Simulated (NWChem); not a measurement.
System meant: C₂H₉NSi; SMILES [SiH3]NCC

The following NWChem deck was run.

```
start job
memory heap 200 mb stack 900 mb global 1100 mb
geometry units angstroms noautoz
  C      0.175355    -2.373070    -0.218083
  C     -0.509083    -1.070292     0.193439
  N      0.421320     0.049774     0.233104
  Si    -0.019948     1.705745    -0.087108
  H     -0.548480    -3.212303    -0.259499
  H      0.966500    -2.652231     0.509937
  H      0.654735    -2.266958    -1.211849
  H     -1.307332    -0.824981    -0.541819
  H     -1.038122    -1.223935     1.167717
  H      1.216930    -0.107242     0.858365
  H     -0.951643     2.361547     0.913876
  H     -0.714020     1.765256    -1.423004
  H      1.255128     2.503965    -0.111002
end
basis spherical
  * library def2-svp
end
dft
  odft
  mult 2
  xc b3lyp
  iterations 150
  mulliken
end
task dft energy
```

End of the output:

```
 Summary of "ao basis" -> "" (spherical)
 ------------------------------------------------------------------------------
       Tag                 Description            Shells   Functions and Types
 ---------------- ------------------------------  ------  ---------------------
 *                          def2-svp                  on all atoms

                                 NWChem DFT Module
                                 -----------------

 Summary of "ao basis" -> "ao basis" (spherical)
 ------------------------------------------------------------------------------
       Tag                 Description            Shells   Functions and Types
 ---------------- ------------------------------  ------  ---------------------
 C                          def2-svp                 6       14   3s2p1d
 N                          def2-svp                 6       14   3s2p1d
 Si                         def2-svp                 8       18   4s3p1d
 H                          def2-svp                 3        5   2s1p

 Summary of "ao basis" -> "ao basis" (spherical)
 ------------------------------------------------------------------------------
       Tag                 Description            Shells   Functions and Types
 ---------------- ------------------------------  ------  ---------------------
 C                          def2-svp                 6       14   3s2p1d
 N                          def2-svp                 6       14   3s2p1d
 Si                         def2-svp                 8       18   4s3p1d
 H                          def2-svp                 3        5   2s1p

  number of electrons :                   42
  multiplicity        :                    2
 ------------------------------------------------------------------------
  no. of electrons and multiplicity not compatible                  42
 ------------------------------------------------------------------------
 ------------------------------------------------------------------------
  current input line :
    28: task dft energy
 ------------------------------------------------------------------------
 ------------------------------------------------------------------------
 There is an error in the input file
 ------------------------------------------------------------------------
 For more information see the NWChem manual at https://nwchemgit.github.io

0: no. of electrons and multiplicity not compatible:Received an Error in Communication
```

Q: What is wrong, and how is it mended?

A: The program refused the input. Cause: the multiplicity doesn't fit the number of electrons (an even count wants an odd multiplicity, and the reverse). This input runs:
```
start job
memory heap 200 mb stack 900 mb global 1100 mb
geometry units angstroms noautoz
  C      0.175355    -2.373070    -0.218083
  C     -0.509083    -1.070292     0.193439
  N      0.421320     0.049774     0.233104
  Si    -0.019948     1.705745    -0.087108
  H     -0.548480    -3.212303    -0.259499
  H      0.966500    -2.652231     0.509937
  H      0.654735    -2.266958    -1.211849
  H     -1.307332    -0.824981    -0.541819
  H     -1.038122    -1.223935     1.167717
  H      1.216930    -0.107242     0.858365
  H     -0.951643     2.361547     0.913876
  H     -0.714020     1.765256    -1.423004
  H      1.255128     2.503965    -0.111002
end
basis spherical
  C library def2-svp
  N library def2-svp
  Si library def2-svp
  H library def2-svp
end
dft
  xc b3lyp
  iterations 150
  mulliken
end
task dft energy
```
It converges to -425.71361 Ha (B3LYP/def2-SVP).
